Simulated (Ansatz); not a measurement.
Reaction (substitution at a C–Si bond): `C=C(F)[SiH2]N` + H₂Se → `C=C(F)[SeH]` + `N[SiH3]`

Gas-phase electronic energies from Ansatz, PBE0-D4/def2-TZVP geometries. CCSD(T)/CBS adds triple-zeta CCSD(T) − MP2 to the extrapolated MP2 energy (def2 sets, frozen cores). This one scheme is used for every species. Functionals use def2-TZVPP. B3LYP here is the variant with VWN-RPA as its local correlation; programs differ in this. For Se outer-core shells are correlated without core-valence functions, which leaves a few kJ/mol of doubt a bond. Scalar relativity is left out up to krypton. One conformer a species, not always the lowest.

**Question.** Is it downhill or uphill in electronic energy at CCSD(T)/CBS, and by how much? (Best estimate.)

**Answer.** The calculation gave: Uphill: ΔE = +49.9 kJ/mol.

**Question.** What do these levels give: r2SCAN-D4, ωB97X-V, ωB97M-V, B2PLYP, PBE, r2SCAN, PBE0, B3LYP, CCSD/def2-TZVPP, CCSD(T)/def2-TZVPP, HF/def2-QZVPP, SCS-MP2/def2-QZVPP? (An estimate is asked.)

**Answer.** The calculation gave: r2SCAN-D4 46.2, ωB97X-V 48.1, ωB97M-V 50.2, B2PLYP 46.4, PBE 41.9, r2SCAN 45.5, PBE0 45.4, B3LYP 46.7, CCSD/def2-TZVPP 48.6, CCSD(T)/def2-TZVPP 46.9, HF/def2-QZVPP 54.2, SCS-MP2/def2-QZVPP 45.1 kJ/mol.

Largest T1 diagnostic among the species: 0.012.

From PBE to PBE0 (25 % exact exchange), in def2-TZVPP and without D4, ΔE moves by +3.5 kJ/mol. In def2-TZVPP, CCSD(T) changes the Hartree–Fock value by −7.0 kJ/mol (the triples alone add −1.7 kJ/mol) and MP2 by −11.0 kJ/mol.
